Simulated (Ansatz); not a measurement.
`[F][GaH][O][SiH3]` + `BS` → `BS[SiH3]` + `[OH][GaH][F]`  (ligand exchange at the Si–O bond)

Program: Ansatz. Geometries: PBE0-D4/def2-TZVP. ΔE: electronic, gas phase. CBS: MP2 limit from def2 TZ/QZ plus the TZ coupled-cluster correction, frozen cores. This one scheme is used for every species. DFT in def2-TZVPP. B3LYP here is the variant with VWN-RPA as its local correlation; programs differ in this. HSE06 is defined as in plane-wave codes. For Ga outer-core shells are correlated without core-valence functions, which leaves a few kJ/mol of doubt a bond. Scalar relativity is left out up to krypton. Each species was taken in one conformer, which may not be the lowest.

Is it downhill or uphill in electronic energy at CCSD(T)/CBS, and by how much? (Best estimate.)

Computed: Uphill: ΔE = +54.8 kJ/mol.

What do these levels give: PBE-D4, r2SCAN, B3LYP, HSE06, CAM-B3LYP, RPA@PBE/def2-TZVPP, MP2/def2-SVP, HF/def2-TZVPP, MP2/def2-QZVPP, HF/CBS(def2), MP2/CBS(def2), CCSD/CBS(def2)? (An estimate is asked.)

The calculation gave: PBE-D4 40.9, r2SCAN 52.8, B3LYP 60.7, HSE06 46.8, CAM-B3LYP 65.8, RPA@PBE/def2-TZVPP 61.4, MP2/def2-SVP 61.9, HF/def2-TZVPP 78.6, MP2/def2-QZVPP 54.0, HF/CBS(def2) 79.9, MP2/CBS(def2) 51.8, CCSD/CBS(def2) 58.4 kJ/mol.

Largest T1 diagnostic among the species: 0.015.

From PBE to PBE0 (25 % exact exchange), in def2-TZVPP and without D4, ΔE moves by +5.3 kJ/mol. At CCSD(T), def2-SVP lies +8.8 kJ/mol from the extrapolated value and def2-TZVPP +4.1 kJ/mol. In def2-TZVPP, CCSD(T) changes the Hartree–Fock value by −19.6 kJ/mol (the triples alone add −3.6 kJ/mol) and MP2 by −22.6 kJ/mol.
